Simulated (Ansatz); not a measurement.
Species: C$_{6}$H$_{12}$Cl, charge 0, multiplicity 2. It need not be the lowest isomer of its formula. SMILES: C(C[CH][C@H](C)Cl)C
Structure (B3LYP-D3(BJ)/def2-TZVP (Ansatz, a quantum-chemistry and plane-wave program) minimum search):
```xyz
19

C     -3.7177    -0.6221    -0.1735
C     -2.3780    -0.9068     0.4973
C     -1.2072    -0.2156    -0.2048
C      0.1053    -0.4427     0.4486
C      1.3692    -0.2475    -0.2439
C      2.5818    -0.8735     0.4083
Cl     1.6917     1.6388    -0.3447
H     -3.7195    -0.9662    -1.2106
H     -3.9335     0.4489    -0.1810
H     -4.5364    -1.1241     0.3446
H     -2.1968    -1.9852     0.5209
H     -2.4108    -0.5780     1.5405
H     -1.4041     0.8678    -0.2410
H     -1.1592    -0.5306    -1.2538
H      0.1371    -0.5349     1.5298
H      1.2990    -0.4961    -1.3008
H      3.4928    -0.6147    -0.1286
H      2.6802    -0.5376     1.4408
H      2.4715    -1.9609     0.4069
```
Charge 0, spin multiplicity 2.

Parts of the frozen-core correlation energy in 6-31G (Ansatz, hartree). Frozen orbitals: 11; correlated occupied orbitals by spin: 22 and 21; virtual: 58 and 59. Open shells are spin-unrestricted. No spin-orbit coupling. No relativistic terms.

```tsv
term	value
reference (HF)	-693.53612
MP2 opposite-spin	[?]
MP2 same-spin	[?]
CCSD correlation	-0.64836
(T)	[?]
T1 diagnostic	0.010
largest doubles amplitude	0.032
<S^2> of the reference	0.775
```

Task: What belongs in the gaps?

Result: 
- MP2 opposite-spin, value: -0.44429
- MP2 same-spin, value: -0.12358
- (T), value: -0.01568
